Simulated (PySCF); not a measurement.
C₄H₉FNSi₂ (doublet state).
Geometry (GFN2-xTB, Å), atoms numbered from 1 in this order:
```xyz
17
C4H9FNSi2 angstrom
C      3.1774   -0.3821   -0.2308
Si     1.4594   -0.4193   -1.0370
C      0.1858    0.3698    0.1656
C     -1.2409    0.0546   -0.2667
F     -1.3693    0.3246   -1.6405
Si    -2.5841    1.1422    0.6214
C     -1.5355   -1.3327   -0.0389
N     -1.7974   -2.4192    0.2099
H      3.9219   -0.8039   -0.8977
H      3.1864   -0.9692    0.6862
H      3.4919    0.6271    0.0191
H      1.0241   -1.7642   -1.4164
H      0.3244   -0.0193    1.1781
H      0.3116    1.4528    0.2181
H     -3.8867    0.7624    0.0899
H     -2.2172    2.5135    0.2772
H     -2.4586    0.8749    2.0527
```

The hyperfine couplings belong to this conformer and change with its torsions.

The species is `C[SiH]C[C@](F)([SiH3])C#N` [radical].

Level of theory: PySCF 2.14.0, UKS B3LYP, pcH-1 on C F H N Si, non-relativistic, mean-field spin-orbit, GIAO. Isolated species at its GFN2-xTB geometry (one conformer only). The geometry wasn't refined by DFT: couplings that depend on bond lengths, twists or pyramidal angles can differ widely from those at the functional's own minimum, by a factor of two or more for some ions and for spin on atoms past the first row.

Q: How many α and β electrons are there, and what is ⟨S²⟩ of the pure spin state?

A: 77 electrons with 2S = 1: 39 α and 38 β; S(S+1) = 0.75.

Mulliken spin populations, one withheld:

| atom | bound to | population |
| --- | --- | --- |
| C1 | Si2, H9, H10, H11 | -0.0029 |
| Si2 | C1, C3, H12 | +0.9600 |
| C3 | Si2, C4, H13, H14 | -0.0035 |
| C4 | C3, F5, Si6, C7 | -0.0041 |
| F5 | C4 | +0.0037 |
| Si6 | C4, H15, H16, H17 | +0.0008 |
| C7 | C4, N8 | -0.0005 |
| N8 | C7 | +0.0013 |
| H9 | C1 | -0.0019 |
| H10 | C1 | +0.0248 |
| H11 | C1 | -0.0021 |
| H12 | Si2 | +0.0093 |
| H13 | C3 | ? |
| H14 | C3 | 0.0000 |
| H15 | Si6 | +0.0001 |
| H16 | Si6 | 0.0000 |
| H17 | Si6 | +0.0002 |

Q: Complete the table.

A: 1 − (0.9852) gives +0.015, since all populations sum to 2S.

Q: Sum the populations by element and by sign.

A: Silicon +0.96, hydrogen +0.05, fluorine 0.00, nitrogen 0.00, carbon -0.01. The positive populations sum to 1.02, the negative ones to -0.02.

Q: The run gives ⟨S²⟩ = 0.7513. What does that say of the overlap of α and β orbitals, and of the weight of higher spin?

A: For a single determinant ⟨S²⟩ = S(S+1) + Nβ − Σ|⟨iα|jβ⟩|², so the squared overlaps of occupied orbitals sum to 38 − 0.0013 = 37.9987. If the quartet state (S + 1) were the only admixture, its weight would be 0.0013/(2S + 2) = 0.04 %.

Q: What Fermi-contact NMR shifts do the couplings of C1, C3, C4, F5, Si6, H9/H10/H11, H12 imply at 298 K (Curie law, g = gₑ)?

A: δ = a_FC·h·gₑ μB S(S+1)/(3 g_N μN kT), with k/h = 20836.6 MHz/K:

```json
{"nuclei": "C1", "isotope": "13C", "a_FC (MHz)": "25.33", "g_N": "1.4048", "contact shift (ppm)": "+2669"}
{"nuclei": "C3", "isotope": "13C", "a_FC (MHz)": "15.63", "g_N": "1.4048", "contact shift (ppm)": "+1646"}
{"nuclei": "C4", "isotope": "13C", "a_FC (MHz)": "-0.85", "g_N": "1.4048", "contact shift (ppm)": "-90"}
{"nuclei": "F5", "isotope": "19F", "a_FC (MHz)": "13.81", "g_N": "5.2577", "contact shift (ppm)": "+389"}
{"nuclei": "Si6", "isotope": "29Si", "a_FC (MHz)": "-2.34", "g_N": "-1.1106", "contact shift (ppm)": "+312"}
{"nuclei": "H9/H10/H11", "isotope": "1H", "a_FC (MHz)": "23.02", "g_N": "5.5857", "contact shift (ppm)": "+610"}
{"nuclei": "H12", "isotope": "1H", "a_FC (MHz)": "54.92", "g_N": "5.5857", "contact shift (ppm)": "+1455"}
```

All at the stated temperature. Entries for several nuclei are means.

Means are taken over nuclei equivalent by connectivity, which assumes that they swap fast. The three 1H nuclei of mean +23.0 MHz run from 1.8 to 63.7 MHz in the frozen geometry.
